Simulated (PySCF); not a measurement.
Polarisability and C₆ of Cr²⁺ (chromium, charge +2)

[Ar] 3d4, high-spin 5D determinant. All numbers are calculated (PySCF 2.14, no relativity, point nucleus, in aug-cc-pVDZ (7s6p4d2f, 59 functions)). Coupled (time-dependent) response in atomic units; α is the mean over directions. A double-zeta set is small for polarisabilities.

| method | mean α (bohr³) | α xx, yy, zz | C₆ (like pair) | S(−4) |
| --- | --- | --- | --- | --- |
| UHF | 3.463 | 3.254, 3.254, 3.881 | 9.878 | 6.267 |
| PBE | 4.301 | 4.017, 4.017, 4.869 | 12.14 | 13.41 |
| PBE0 | 3.980 | 3.724, 3.724, 4.490 | 11.27 | 10.27 |

S(−4) is the Cauchy moment in α(ω) = α(0) + S(−4) ω² + …

α(iu) at PBE0:

```
u (hartree)  α(iu) (bohr³)
          0          3.980
     0.0500          3.954
      0.100          3.882
      0.200          3.635
      0.300          3.330
      0.500          2.760
      0.750          2.230
       1.00          1.851
       1.50          1.344
       2.00          1.019
       3.00         0.6333
       5.00         0.2984
```

A single London oscillator, α(iu) = α/(1 + u²/ω²), gives C₆ = (3/4) ω α². Matching the computed C₆ needs ω = 4 × 11.27 / (3 × 3.980²) = 0.949 hartree.

For an ion, C₆ is the dispersion term alone; charge-induced terms of lower order in 1/R come first.

The components differ because the open shell of this determinant is not spherical; for a pure term their mean is the scalar polarisability.
